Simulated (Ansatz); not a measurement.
Reaction (atomization): `FC1BCC1` → B• + 3 C• + F• + 6 H•

Isolated molecules relaxed with PBE0-D4/def2-TZVP in Ansatz; ΔE leaves out vibrations. CBS: MP2 limit from def2 TZ/QZ plus the TZ coupled-cluster correction, frozen cores. This one scheme is used for every species, atoms too. Functionals use def2-TZVPP. B3LYP here is the variant with VWN-RPA as its local correlation; programs differ in this. No spin–orbit coupling; open shells (•) take unrestricted orbitals. Spin–orbit coupling would lower the free atoms: a little for B, C, F.

```json
{"level": "B3LYP-D4", "ΔE (kJ/mol)": "4359.3"}
{"level": "MP2/def2-TZVPP", "ΔE (kJ/mol)": "4337.6"}
{"level": "HF/def2-QZVPP", "ΔE (kJ/mol)": "3255.5"}
{"level": "MP2/CBS(def2)", "ΔE (kJ/mol)": "4434.5"}
```

Q: What does CCSD(T)/CBS give? (An estimate is asked.)

A: Computed: +4345.0 kJ/mol. The listed levels differ from it by 14.3, -7.4, -1089.5, 89.5 kJ/mol.

Largest T1 diagnostic among the species: 0.014.

In def2-TZVPP, CCSD(T) changes the Hartree–Fock value by +996.4 kJ/mol (the triples alone add +62.4 kJ/mol) and MP2 by +1085.9 kJ/mol; breaking electron pairs costs correlation energy, which Hartree–Fock lacks. From PBE to PBE0 (25 % exact exchange), in def2-TZVPP and without D4, ΔE moves by −68.8 kJ/mol: exact exchange takes away binding that semilocal exchange gives to molecules. The D4 term adds +29.4 kJ/mol with B3LYP and +15.1 kJ/mol with PBE0; it sums over pairs of atoms, weighted by their polarisabilities, and B3LYP, whose exchange is more repulsive, gets the larger term.

For atomizations the MP2-based limit and the directly extrapolated one differ by several kJ/mol either way, and by 10 to 25 for some Ge, Se and Sn compounds, so smaller differences from it don't rank the levels.
